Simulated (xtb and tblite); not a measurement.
Internal rotation in SMILES COc1cccc(-c2cccs2)c1 (C11H10OS). Scanned: dihedral C1–O2–C3–C4 and dihedral C6–C7–C8–S12; all other coordinates were relaxed at GFN2-xTB. Points at φ and −φ are mirror images.

Atom numbering (GFN2-xTB optimised geometry, Å):
```
23

C     -3.8910     0.8669     0.9228
O     -2.5167     0.6783     1.1536
C     -1.7209     0.3337     0.1014
C     -2.1633     0.1440    -1.2031
C     -1.2492    -0.2071    -2.1845
C      0.0865    -0.3691    -1.8882
C      0.5471    -0.1809    -0.5814
C      1.9513    -0.3476    -0.2628
C      2.5963    -0.1564     0.9299
C      3.9797    -0.4144     0.8699
C      4.3862    -0.8018    -0.3662
S      3.0852    -0.8579    -1.4835
C     -0.3716     0.1695     0.4028
H     -4.0721     1.6784     0.2103
H     -4.3176     1.1352     1.8880
H     -4.3683    -0.0491     0.5595
H     -3.2021     0.2638    -1.4659
H     -1.5950    -0.3545    -3.1970
H      0.7852    -0.6414    -2.6650
H      2.1028     0.1633     1.8293
H      4.6419    -0.3151     1.7116
H      5.3729    -1.0593    -0.6962
H     -0.0671     0.3215     1.4249
```

Computed with GFN2-xTB (xtb and tblite).

Energy in kJ/mol above the lowest grid point; x is the dihedral C1–O2–C3–C4 (°), y the dihedral C6–C7–C8–S12 (°).

| y \ x | -150 | -120 | -90 | -60 | -30 | 0 | 30 | 60 | 90 | 120 | 150 | 180 |
|---|---|---|---|---|---|---|---|---|---|---|---|---|
| 180 | 5.7 | 16.7 | 20.4 | 16.8 | 6.7 | 1.8 | 6.7 | 16.8 | 20.4 | 16.7 | 5.7 | 0.0 |
| 150 | 6.8 | 17.7 | 21.5 | 17.9 | 7.7 | 2.9 | 7.9 | 18.2 | 21.9 | 18.3 | 7.2 | 1.3 |
| 120 | 14.9 | 25.8 | 29.4 | 25.8 | 15.5 | 10.7 | 15.8 | 26.2 | 30.1 | 26.5 | 15.5 | 9.5 |
| 90 | 21.8 | 32.5 | 36.0 | 32.2 | 21.9 | 17.1 | 22.1 | 32.6 | 36.5 | 33.0 | 22.2 | 16.4 |
| 60 | 15.8 | 26.3 | 29.6 | 25.7 | 15.5 | 10.7 | 15.7 | 26.1 | 30.0 | 26.6 | 15.9 | 10.3 |
| 30 | 8.1 | 18.6 | 21.6 | 17.7 | 7.6 | 2.8 | 7.7 | 18.0 | 21.9 | 18.8 | 8.2 | 2.7 |
| 0 | 7.2 | 17.6 | 20.5 | 16.6 | 6.4 | 1.6 | 6.4 | 16.6 | 20.5 | 17.6 | 7.2 | 1.7 |
| -30 | 8.2 | 18.8 | 21.9 | 18.0 | 7.7 | 2.8 | 7.6 | 17.7 | 21.6 | 18.6 | 8.1 | 2.7 |
| -60 | 15.9 | 26.6 | 30.0 | 26.1 | 15.7 | 10.7 | 15.5 | 25.7 | 29.6 | 26.3 | 15.8 | 10.3 |
| -90 | 22.2 | 33.0 | 36.5 | 32.6 | 22.1 | 17.1 | 21.9 | 32.2 | 36.0 | 32.5 | 21.8 | 16.4 |
| -120 | 15.5 | 26.5 | 30.1 | 26.2 | 15.8 | 10.7 | 15.5 | 25.8 | 29.4 | 25.8 | 14.9 | 9.5 |
| -150 | 7.2 | 18.3 | 21.9 | 18.2 | 7.9 | 2.9 | 7.7 | 17.9 | 21.5 | 17.7 | 6.8 | 1.3 |

Points that lie below all their neighbours on the grid: x = 180, y = 180 (0.0 kJ/mol); x = 0, y = 0 (1.6 kJ/mol); x = 180, y = 0 (1.7 kJ/mol); x = 0, y = 180 (1.8 kJ/mol). The lowest path on the grid from the first to the second passes x = -90, y = 180 at 20.4 kJ/mol.
